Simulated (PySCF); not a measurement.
Start geometry of `CN[BH2-][NH2+]C` from GFN2-xTB (Å):
```
atom  x, y, z in Å
C1     2.3192   -0.0319   -0.6605
N2     1.4024   -0.7432    0.1931
B3     0.3243   -0.1920    0.9617
N4    -1.0840    0.0072   -0.2768
C5    -2.3591    0.4813    0.2980
H6     3.3308   -0.3400   -0.5503
H7     2.0480   -0.1072   -1.7310
H8     2.2692    1.0543   -0.4059
H9     1.4804   -1.7296    0.0837
H10   -0.1657   -0.9361    1.7457
H11    0.4497    0.9440    1.2858
H12   -1.2232   -0.9114   -0.6824
H13   -0.7825    0.6552   -0.9791
H14   -3.1759    0.6066   -0.4216
H15   -2.1728    1.4379    0.7840
H16   -2.6798   -0.1975    1.0845
```

Problem. What comes out of this run: PBE0-D3(BJ)/def2-SVP geometry optimisation, gas phase in PySCF 2.14.0?

Solution. 
```
atom  x, y, z in Å
C1     2.297   -0.055   -0.735
N2     1.194   -0.876   -0.308
B3     0.196   -0.365    0.671
N4    -1.151    0.064   -0.228
C5    -2.273    0.608    0.532
H6     3.075    0.122    0.039
H7     2.808   -0.479   -1.619
H8     1.937    0.944   -1.035
H9     1.487   -1.830   -0.137
H10   -0.243   -1.226    1.433
H11    0.483    0.691    1.246
H12   -1.410   -0.779   -0.743
H13   -0.827    0.725   -0.935
H14   -3.140    0.840   -0.103
H15   -1.938    1.518    1.047
H16   -2.563   -0.122    1.299
```

The energy falls by 0.232 eV over 32 energy and gradient evaluations, the largest force component goes from 0.0377 to 3.9e-04 Eh/bohr, and the atoms move by 0.422 Å rms after alignment. The bond that changes most is B3–N4 (ends: four-coordinate boron; nitrogen bonded to B, C and 2 H), which shortens by 0.211 Å. Bonds longer at the end by more than 0.005 Å: 9 of 15; shorter: 3. Among the angles that change most is C1–N2–B3, from 127.3° to 120.9°. Among the dihedrals that turn most is H7–C1–N2–B3, from -100° to -167°. Rotational constants go from 12234, 2072, 1943 to 13791, 2072, 2011 MHz. The orientation of the end geometry is arbitrary; only internal coordinates are fixed.

The run used 125 basis functions and 203 SCF cycles in all. On an Arm Neoverse V1 with one thread, shared host with 32 logical CPUs at a one-minute load of 11, this took 2.7 min wall and 0.51 GiB of memory at its peak.

No frequency check. The numbers are those of one conformer.
